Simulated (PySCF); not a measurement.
**Identify the compound**

An unknown has the formula C₇H₆ClOP. Its calculated NMR data are:

1H NMR (400 MHz, computed): δ 9.26 (m, 1H), 8.02 (m, 1H), 7.72 (m, 1H), 2.95 (s, 3H).

13C{1H} NMR (computed): δ 201.9, 170.4, 169.9, 150.1, 142.1, 138.9, 35.3.

Theory: σ from GIAO-PBE0/pcSseg-1, GFN2-xTB structure, in PySCF 2.14 (relativity neglected, rapidly exchanging positions averaged, one conformer, in vacuum).

δ = σ(ref) − σ, references computed at the same level: TMS for 1H (σref 31.72) and 13C (σref 186.93).

Question: Which of these isomers gave the spectra?
A. CC(=O)c1pcccc1Cl
B. Cc1cpc(Cl)cc1C=O
C. Cc1cc(Cl)pc(C=O)c1

Answer: A. 

7 carbon signals for 7 carbons: no two carbons are equivalent. Carbon types of the structure: 3 × C, 3 × CH, 1 × CH3, which accounts for all hydrogens. δC 201.9: ketone carbonyl carbon; the double bond to the heteroatom, with no lone-pair donor beside it, deshields it most. δC 170.4, 142.1, 138.9: aromatic CH. δC 169.9: substituted aromatic carbon. δC 150.1: aromatic carbon bearing chlorine. δH 9.26, 8.02, 7.72: hydrogen on an aromatic CH; ring-current deshielding.

The others: Cc1cc(Cl)pc(C=O)c1 has carbons computed at 195.4, 183.4, 176.6, 149.1, 145.2, 138.4, 26.0; Cc1cpc(Cl)cc1C=O has carbons computed at 194.2, 182.1, 168.9, 147.2, 139.6, 137.4, 24.5.

Carbons that carry Cl, above all several Cl atoms, come out too deshielded, partly because spin–orbit coupling is missing. Splittings by 31P in the carbon and heteronuclear signals aren't shown, as no couplings were computed. Shifts are as computed. Against solution values, carbons near 30 ppm lie about +3 ppm off and those near 130 ppm about +5 ppm; carbons on Cl a further +6 ppm. Of 1211 compounds with measured shifts, 218 miss one by over three times the rms of a fit or turn the order of signals round; such compounds aren't used in these exercises. No couplings were computed; multiplicities are counted from neighbouring protons, with m where these are inequivalent, close in shift, in a saturated or five-membered ring or joined by F or P, and br s for small geminal =CH2 splittings.
